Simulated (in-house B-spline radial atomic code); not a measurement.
Br²⁺. Computed with a B-spline radial atomic code. Model: all-electron spherical atom, spin shells full or empty, radial basis limit, no spin-orbit coupling, Breit or QED, empty-state partial waves extrapolated as (l+1/2)^-4, RPA, G0W0 and static COHSEX of the highest shell as one setting changes (uncorrelated shells keep exact exchange).

Given: element Br; charge 2; filled core Ar; hamiltonian one-electron scalar X2C; mean-field start r2SCAN; highest l of empty states 9; nuclear rms radius 4.1629 fm; highest mean-field shell 4p up.

Shell: 3d 5 5, 4s 1 1, 4p 3 0 (electrons up and down).

```csv
lowest nl shells left uncorrelated,RPA correlation energy (hartree),G0W0 level (eV),G0W0 minus most complete (meV),COHSEX level (eV),linearised minus solved G0W0 (meV)
0,-2.4131,-35.384,0,-37.488,-21.4
1,?,?,?,?,?
2,-2.0795,-35.382,2,-37.488,-21.4
3,-1.5783,-35.373,11,-37.468,-21.3
4,?,?,?,?,?
5,-0.89241,-35.441,-57.1,-37.573,-22
6,-0.18858,-35.161,223.1,-37.08,-20.1
7,-0.06772,-35.452,-68.3,-36.904,-13.7
```

Q: What follows for lowest nl shells left uncorrelated = 1?

A: RPA correlation energy -2.2588 hartree; G0W0 level -35.383 eV; G0W0 minus most complete 1.1 meV; COHSEX level -37.487 eV; linearised minus solved G0W0 -21.4 meV.

Q: What follows for lowest nl shells left uncorrelated = 4?

A: RPA correlation energy -1.4016 hartree; G0W0 level -35.382 eV; G0W0 minus most complete 2.1 meV; COHSEX level -37.476 eV; linearised minus solved G0W0 -21.4 meV.
